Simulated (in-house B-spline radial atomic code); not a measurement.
Cr: [Ar] 3d4 4s1 4p1 (an excited or competing configuration)

Method: non-relativistic r2SCAN0, spin-polarised, spherical fractional occupations, exact exchange averaged over the configuration, point nucleus. Calculated with a B-spline radial code for spherical atoms.

Z_r = [3n² - l(l+1)]/(2<r>); Z_e = n√(-2ε); the last column is Slater's effective charge. Values are occupation-weighted means over spin.

```csv
shell,electrons,ε (eV),<r> (bohr),Z_r,Z_e,Slater
1s,2,-5896.1,0.06419,23.37,20.82,23.70
2s,2,-683.24,0.295,20.34,14.17,19.85
2p,6,-579.52,0.2606,19.19,13.05,19.85
3s,2,-83.808,0.906,14.90,7.45,12.75
3p,6,-53.827,0.962,12.99,5.97,12.75
3d,4,-10.886,1.258,8.35,2.68,4.95
4s,1,-7.3273,3.129,7.67,2.94,3.45
4p,1,-3.2122,4.085,5.63,1.94,3.45
```

The least bound orbital is 4p up at -3.212 eV, and it is also the most diffuse (<r> = 4.085 bohr).
